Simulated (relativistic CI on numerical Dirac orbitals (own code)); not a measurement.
Calculated at this level of theory: Dirac-Coulomb-Breit CI, separate exchange-only KLI orbitals for each configuration, model QED (radiative potential, 1s self-energy scaled to tabulated hydrogen-like ionisation energies), valence Slater integrals scaled by 0.9, P86 correlation estimate, and configurations built on the next ion tied to the tabulated ionisation energy (semi-empirical) (own radial code, finite nucleus).

Configuration list (outside the closed core [Ne]): 3s2 3p6 3d4, 3s2 3p6 3d3 4s, 3s2 3p6 3d3 4p, 3s2 3p6 3d3 4d, 3s2 3p6 3d3 5s, 3s2 3p6 3d3 4f, 3s2 3p5 3d5, 3s2 3p4 3d6, 3s 3p6 3d5, 3s2 3p6 3d2 4s2, 3p6 3d6, 3s2 3p6 3d2 4s 4p, 3s2 3p6 3d2 4p2, 3s2 3p6 3d2 4s 4d, 3s2 3p6 3d3 5p, 3s2 3p6 3d2 4p 4d, 3s2 3p6 3d3 5d, 3s2 3p5 3d4 4s, 3s 3p5 3d6, 3s2 3p6 3d3 5f, 3s2 3p6 3d3 5g, 3s2 3p5 3d4 4p, 3s2 3p6 3d2 4d2, 3s2 3p5 3d3 4s2. Levels of other configurations are missing.

Configurations that consist of the next ion and one excited electron were tied to the tabulated ionisation energy; Rydberg ones are usually within 1,000 to 3,000 cm⁻¹ and the lowest ones within about 6,000 (9,000 in d shells), while levels on excited terms of the next ion carry the error of that term, and the other configurations can be misplaced by 10,000 cm⁻¹ or more. Rates follow the energies as ν³ (E1, M1) or ν⁵ (E2), so rates, branching and lifetimes can be off by large factors.

Outline of the computed level scheme of Zn IX. Lowest level of each configuration: 3s2 3p6 3d4 5D_0 at 0.0000 eV; 3s2 3p5 3d5 7P°_4 at 67.9138 eV; 3s2 3p6 3d3 4s 5F_1 at 73.8716 eV.
